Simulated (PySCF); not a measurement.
SiFCl₂Br, SMILES F[Si](Cl)(Cl)Br. Heavy atoms are numbered as in [F:1][Si:2]([Cl:3])([Cl:4])[Br:5].

Geometry: ωB97X-D3(BJ)/def2-SVP.

Computed with KT2/pcSseg-1 run with PySCF.

GIAO shieldings, no solvent; atoms alike by connectivity are averaged. δ = σ(ref) − σ: ¹⁹F against CFCl3 (σ = 127.1 ppm); ²⁹Si against TMS (σ = 361.9 ppm); ³⁵Cl against HCl (σ = 945.4 ppm), references at their B3LYP-D3(BJ)/def2-TZVP geometries, non-relativistic (without spin–orbit terms, shifts of atoms bonded to Cl or Br come out too high).

| nucleus | atoms | count | δ (ppm) |
|---|---|---|---|
| ¹⁹F | F1 | 1 | -97.5 |
| ²⁹Si | Si2 | 1 | 4.4 |
| ³⁵Cl | Cl3 | 2 | 194.4 |
